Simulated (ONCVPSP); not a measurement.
# Before and after: ONCV potential for Pb (Z = 82)

- Element: lead (Pb)
- Generator: ONCVPSP 4.0.1
- Type: optimised norm-conserving Vanderbilt (ONCV)
- Functional: PBEsol
- Relativity: scalar-relativistic
- Frozen core: [Xe] 4f14
- Valence charge: 14
- Reference configuration: 5d10 6s2 6p2
- Partial waves: 6s: rc 1.85 bohr, ncon 4, nbas 7, qcut 3 1/bohr, 1 projector; 6p: rc 2.25 bohr, ncon 4, nbas 9, qcut 3.3 1/bohr, 3 projectors, debl 1.3 Ha; 5d: rc 1.50 bohr, ncon 4, nbas 9, qcut 10.8 1/bohr, 1 projector
- Local potential: polynomial inside 1.10 bohr (lpopt 5, dvloc0 0 Ha)
- Core correction: Teter function, fcfact 4, rcfact 1.5

All-electron outer shells of the reference configuration (PBEsol, scalar-relativistic, ld1.x):

```json
{"shell": "4f", "level (eV)": "-132.94", "outermost node (bohr)": "–", "outermost maximum (bohr)": "0.35"}
{"shell": "5p", "level (eV)": "-85.81", "outermost node (bohr)": "0.49", "outermost maximum (bohr)": "0.88"}
{"shell": "5d", "level (eV)": "-21.16", "outermost node (bohr)": "0.52", "outermost maximum (bohr)": "1.07"}
{"shell": "6s", "level (eV)": "-12.10", "outermost node (bohr)": "1.01", "outermost maximum (bohr)": "1.95"}
{"shell": "6p", "level (eV)": "-3.52", "outermost node (bohr)": "1.18", "outermost maximum (bohr)": "2.63"}
```

Change: s: qcut 3.1; p: qcut 3.4; d: qcut 11.1.

Cutoffs: the cutoffs (Ha) at which the residual kinetic energy of the hardest occupied pseudo-wave falls to 1 and 0.1 mHa per electron; they do not see the model core or the augmentation charge, which bear on the density cutoff. Errors are all-electron minus pseudo energies relative to the spin-unpolarised reference configuration.

**Question.** Predict the effect on cutoff, ghosts and configuration errors.

**Answer.** The potential gets neither clearly harder nor softer (25 Ha and 30 Ha → 25 Ha and 29 Ha); both files keep a bound ghost (p, s); the errors of the 3 common tests hardly move.

| quantity | base | changed |
| --- | --- | --- |
| cutoff, loose | 25 Ha | 25 Ha |
| cutoff, tight | 30 Ha | 29 Ha |
| loose cutoff by channel | s 12 Ha, p 4.8 Ha, d 25 Ha | s 11 Ha, p 4.8 Ha, d 25 Ha |
| bound ghosts | s, p | s, p |
| GHOST(+) flags under 300 eV | p at 15.4 eV, s at 24.1 eV, p at 215.9 eV | p at 15.2 eV, s at 24.3 eV, p at 217.0 eV |
| tests with a reliable result | 3 of 4 | 3 of 4 |
| error for 5d10 6s2 6p1, meV [ΔE 6.60 eV] | -3.6 | -3.6 |
| error for 5d10 6s2 6p0, meV [ΔE 20.05 eV] | -13 | -13 |
| error for 5d10 6s0 6p4, meV [ΔE 17.91 eV] | -25 | -26 |
| s: phases at 1.88 bohr within 0.05 rad from the reference energy up to (Ha; the scan ends near 5) | 0.4 | 0.4 |
| p: phases at 2.28 bohr within 0.05 rad from the reference energy up to (Ha; the scan ends near 5) | 4.3 | 4.3 |
| d: phases at 1.53 bohr within 0.05 rad from the reference energy up to (Ha; the scan ends near 5) | 3.0 | 3.0 |
| rms error of d²Exc/dni dnj with the model core, mHa | 0.24 | 0.24 |

 A true bound ghost makes a file unfit for plane-wave use even where its test errors are small: the radial tests pick states by their node count and pass the ghost by.
